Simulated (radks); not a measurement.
Coulomb parameter of the 5d shell of the gold ion Au3+ in the model configuration [Xe] 4f14 5d6.5 6p1.5, as a second difference U = [E(n + 0.25) + E(n - 0.25) - 2 E(n)] / (0.25)^2 with all orbitals relaxed. "Bare": the charge of the atom changes with n. "Screened": the 6p shell takes up the change at fixed total charge, which measures U(5d,5d) + U(6p,6p) - 2 U(5d,6p). Calculated with a radial shooting solver on a logarithmic mesh with Libxc functionals: scalar-relativistic Kohn-Sham, r2SCAN, spin-unpolarised, spherical densities, finite nucleus; meta-GGA in the generalised Kohn-Sham scheme; Fermi nuclear charge, rms radius 5.4371 fm.

| case | configuration | E - E(n) (eV) |
|---|---|---|
| start | [Xe] 4f14 5d6.5 6p1.5 | 0.000 |
| bare +0.25 | [Xe] 4f14 5d6.75 6p1.5 | -11.442 |
| bare -0.25 | [Xe] 4f14 5d6.25 6p1.5 | 12.319 |
| screened +0.25 | [Xe] 4f14 5d6.75 6p1.25 | -5.282 |
| screened -0.25 | [Xe] 4f14 5d6.25 6p1.75 | 5.425 |

U(bare) = 14.040 eV, U(screened by 6p) = 2.287 eV, against the Slater integral F0(5d,5d) = 17.829 eV with frozen orbitals.
